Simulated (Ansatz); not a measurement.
Ge2O2⁺, relaxed as a doublet with UKS PBE-D4/def2-SVP in Ansatz, starting from the GFN2-xTB geometry. Force threshold 0.02 eV/Å.

The structure comes from a short search, and lower isomers may exist.

Start:

```tsv
atom	x (Å)	y (Å)	z (Å)
Ge1	0.528	0.347	-1.425
Ge2	-0.529	-0.348	1.425
O3	0.991	-0.121	0.338
O4	-0.990	0.122	-0.338
```

```
step   energy (eV)  largest force component (eV/Å)  SCF passes
   1  -117084.8643                           0.955          32
   2  -117084.8981                           0.326          29
   3  -117084.9018                           0.078          31
   4  -117084.9021                           0.002          31
```

Force components are those of the run's own axes.

End:

```xyz
4

Ge    0.526    0.345   -1.418
Ge   -0.526   -0.347    1.418
O     1.030   -0.126    0.351
O    -1.029    0.127   -0.351
```

By distances, no bond broke or formed. The bond that changes most is Ge1–O4, from 1.88 to 1.90 Å (atoms count from 1).

No frequencies were taken in this run, so the end may be a saddle point.

It took 5.5 s on 4 threads of Arm Neoverse V2 on a shared host.
